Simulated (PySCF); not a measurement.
## Basis and Hamiltonian dependence of the excitation energy of Nb²⁺

Nb²⁺ [Kr] 4d3 (4F) → Nb²⁺ [Kr] 4d2 5s1 (4F). Calculated with PySCF 2.14 from differences of total energies of unrestricted determinants, without spin-orbit coupling. Values in eV.

```
                                                                               basis    Hamiltonian  functions    UHF  r2SCAN   PBE0  MP2 (valence)  CCSD(T) (valence)  CCSD(T) (valence and next inner shell)
                                                        aug-cc-pVDZ-PP with ECP28MDF            ECP         54  3.216   3.231  3.233          3.244              3.238                                     n/a
                             def2-TZVPPD with the def2 core potential (28 electrons)            ECP         56  3.092   3.126  3.137          3.163              3.163                                   2.991
                                                                        ANO-RCC-VTZP  spin-free X2C         68  3.251   3.504  3.456          3.342              3.342                                   3.293
                                                      aug-cc-pwCVDZ-PP with ECP28MDF            ECP         70  3.110   3.153  3.158          3.185              3.185                                   2.920
                                                                        x2c-TZVPPall  spin-free X2C         79  3.136   3.394  3.350          3.220              3.223                                   3.112
                             def2-QZVPPD with the def2 core potential (28 electrons)            ECP         81  3.041   3.050  3.063          3.124              3.123                                   2.978
                                                        aug-cc-pVTZ-PP with ECP28MDF            ECP         88  3.069   3.081  3.096          3.136              3.134                                     n/a
                   x2c-TZVPPall with one added diffuse shell each of s, p, d, f type  spin-free X2C         95  3.123   3.367  3.325          3.204              3.207                                   3.090
                                                                        x2c-QZVPPall  spin-free X2C        111  3.054   3.255  3.213          3.133              3.132                                     n/a
aug-cc-pVTZ-PP with one added diffuse shell each of s, p, d, f, g type with ECP28MDF            ECP        113  3.069   3.080  3.096          3.136                n/a                                     n/a
                                                      aug-cc-pwCVTZ-PP with ECP28MDF            ECP        122  3.066   3.080  3.095          3.150                n/a                                     n/a
                                                        aug-cc-pVQZ-PP with ECP28MDF            ECP        135  3.063   3.080  3.090          3.148                n/a                                     n/a
                                                                    aug-cc-pwCVTZ-DK  spin-free X2C        136  3.051   3.249  3.211          3.131                n/a                                     n/a
```

Task: Estimate the row for aug-cc-pVTZ-DK (spin-free X2C, 102 functions).

Result: From the rows with the same Hamiltonian and similar size; the calculation gives UHF 3.05; r2SCAN 3.25; PBE0 3.20; MP2 (valence) 3.12; CCSD(T) (valence) 3.12 (eV).

Frozen in the all-electron rows: valence: [Kr]; valence and next inner shell: [Ar] 3d10; with a core potential, the same shells as far as they lie outside it.
